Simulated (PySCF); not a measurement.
C₄H₁₄Si₄.
SMILES: `C#C[C@H](C)[SiH2][SiH2][SiH2][SiH3]`

Theory: TDDFT wB97X-D/def2-SVPD, vertical, gas phase, core orbitals frozen in the response (PySCF 2.14.0, density-fitted response routines). One conformer (not necessarily the lowest) at the PBE0-D3(BJ)/def2-SVP geometry, without solvent, vibrations or thermal averaging. Torsions of this conformer, `[CH:1]#[C:2][C@H:3]([CH3:4])[SiH2:5][SiH2:6][SiH2:7][SiH3:8]`: C2–C3–Si5–Si6 -57°, C3–Si5–Si6–Si7 63°, Si5–Si6–Si7–Si8 48°.

| state | λ (nm) | E (eV) | f | main configurations (H = HOMO, L = LUMO) |
| --- | --- | --- | --- | --- |
| S1 | 198.0 | 6.26 | 0.0002 | H→L+4 (22%), H→L+6 (21%) |
| S2 | 190.7 | 6.50 | 0.013 | H→L (14%), H→L+8 (11%), H→L+5 (11%) |
| S3 | 188.4 | 6.58 | 0.052 | H-1→L (66%), H-1→L+3 (9%) |
| S4 | 186.7 | 6.64 | 0.0006 | H-2→L+8 (17%), H-2→L+5 (16%), H-2→L (10%) |
| S5 | 182.5 | 6.79 | 0.0041 | H→L (49%), H→L+1 (28%) |
| S6 | 178.7 | 6.94 | 0.052 | H-1→L+1 (56%), H-3→L (13%) |
| S7 | 176.5 | 7.03 | 0.020 | H-3→L (40%), H→L+1 (12%) |
| S8 | 173.3 | 7.15 | 0.027 | H-3→L+1 (40%) |
| S9 | 171.4 | 7.23 | 0.040 | H-1→L+5 (24%), H-1→L+1 (12%), H-1→L+4 (10%) |
| S10 | 170.5 | 7.27 | 0.128 | H-1→L+2 (24%), H→L+2 (15%), H-1→L+3 (12%) |

Triplets (Tamm–Dancoff): T1 5.32 eV, H→L+8 (12%), H→L+5 (10%); T2 5.82 eV, H→L+4 (17%), H→L+6 (15%); T3 5.86 eV, H-2→L+4 (14%), H-2→L+6 (12%), H→L+8 (8%); T4 5.99 eV, H-1→L (59%), H-3→L (9%).

The lowest singlet lies at 6.26 eV (198 nm, vacuum ultraviolet) and is dark (f under 0.0005); its leading configuration is HOMO→LUMO+4 (22%). The strongest level in the table is S10 at 7.27 eV (171 nm, f = 0.128). It is the last of those listed, so stronger ones may follow. Löwdin shares by element: HOMO carbon 70% or more, silicon 10% or more (atoms not listed hold the other 20%); LUMO silicon 61% (atoms not listed hold the other 39%). Orbital energies (eV): HOMO-3 -9.90, HOMO-2 -9.81, HOMO-1 -9.56, HOMO -9.27, LUMO 1.38, LUMO+1 1.47, LUMO+2 1.75. The oscillator strengths of these states sum to 0.336; summed over the whole spectrum of an exact calculation they would give the number of electrons, 94 (Thomas–Reiche–Kuhn). Weighted by f, the mean energy of these states is 7.05 eV. The vertical ionisation energy (ΔSCF) is 9.31 eV, 2.04 eV above S10. Singlets were solved by full linear response, triplets in the Tamm–Dancoff approximation.
